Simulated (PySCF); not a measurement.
Estimate the missing entries of this data sheet.

Species: CH8N2OSi2.
SMILES: `NC(=O)[SiH2]N[SiH3]`

Conformer (atom-mapped SMILES and torsion angles): `[NH2:1][C:2](=[O:3])[SiH2:4][NH:5][SiH3:6]`: N1–C2–Si4–N5 180°, C2–Si4–N5–Si6 180°, H–N1–C2–O3 0°, H–N1–C2–O3 180°.

```json
{"property": "rotational constants A, B, C of the GFN2-xTB geometry", "level": "GFN2-xTB", "value": "6.598, 1.003, 0.888 GHz"}
{"property": "dipole moment", "level": "PBE0/def2-SVPD", "value": "?"}
{"property": "HOMO energy", "level": "PBE0/def2-SVPD", "value": "-7.30 eV"}
{"property": "LUMO energy", "level": "PBE0/def2-SVPD", "value": "?"}
{"property": "lowest singlet excitation", "level": "TDDFT PBE0/def2-SVPD", "value": "?"}
{"property": "lowest triplet excitation (Tamm–Dancoff)", "level": "TDA PBE0/def2-SVPD", "value": "4.27 eV"}
{"property": "static isotropic polarisability", "level": "PBE0/def2-SVPD", "value": "85.4 au"}
{"property": "electronic spatial extent ⟨r²⟩ about the centre of nuclear charge", "level": "PBE0/def2-SVPD", "value": "1271 bohr²"}
{"property": "13C chemical shifts (computed TMS as zero) by class", "level": "GIAO PBE0/pcSseg-1", "value": "181.6 (1 C) ppm"}
{"property": "1H chemical shifts (computed TMS as zero) by class", "level": "GIAO PBE0/pcSseg-1", "value": "5.45 (1 H), 5.11 (1 H), 4.90 (2 H), 4.82 (3 H), 0.62 (1 H) ppm"}
{"property": "isotropic shieldings of nuclei other than C and H, by class", "level": "GIAO PBE0/pcSseg-1", "value": "137 (1 N), 280 (1 N), -146 (1 O), 406 (1 Si), 409 (1 Si) ppm"}
```

Electronic properties: PySCF, gas phase, density fitting. GFN2-xTB frequencies show an imaginary mode (38i cm⁻¹), so this geometry is no minimum at that level.

(1) Give the LUMO energy.

(2) What is the lowest singlet excitation?

(3) Give the dipole moment.

Results:

(1) -0.33 eV.

(2) 4.93 eV (252 nm, f = 0.002).

(3) 2.97 D.

The polarisability is 12.65 Å³ as a volume (1 au = 0.148185 Å³), or 1.33 au for each of the 64 electrons. In wavenumbers S1 is 39700 cm⁻¹ (1 eV = 8065.54 cm⁻¹). The principal polarisabilities are 67.3, 83.6 and 105.1 au; their mean is the isotropic value. No computed singlet falls in the visible range (750 to 380 nm, 1.65 to 3.26 eV); S1 lies 1.67 eV above its blue end. The vertical singlet–triplet gap S1 − T1 is 0.66 eV (TDDFT singlet less Tamm–Dancoff triplet; S1: HOMO→LUMO, weight 0.97; T1: HOMO→LUMO, weight 0.97). The rotational constants make it an asymmetric top with κ = (2B − A − C)/(A − C) = -0.96, nearer the prolate limit (−1).

One conformer stands for the species.
